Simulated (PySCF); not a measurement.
## Cu²⁷⁺ (copper, charge +27): UHF calculation

Configuration: 1s2, closed-shell 1S. All numbers are calculated (PySCF 2.14, scalar relativity by spin-free X2C-1e, in an even-tempered Gaussian basis (17 s from 32 bohr⁻², ratio 2.2; 7 p from 49 bohr⁻², ratio 2.4; 4 d from 150 bohr⁻², ratio 2.4; 3 f from 220 bohr⁻², ratio 2.4; 3 g from 330 bohr⁻², ratio 2.4)).

- Total energy: -832.151945 hartree
- One-electron energy: -850.5049 hartree
- Hartree (Coulomb) energy: 36.7058 hartree
- Exchange energy: -18.3529 hartree
- ⟨S²⟩: 0.0000
- ⟨L²⟩: 0.000
- Sum of ⟨r⟩: 0.1025 bohr
- Sum of ⟨r²⟩: 0.007073 bohr²

```
shell  electrons  mean orbital energy (hartree)  rms radius, mean of both spins (bohr)
   1s          2                     -406.89951                                 0.0595
```

Densities and radii are taken from the X2C orbitals without a picture-change correction, which distorts them close to the nucleus.
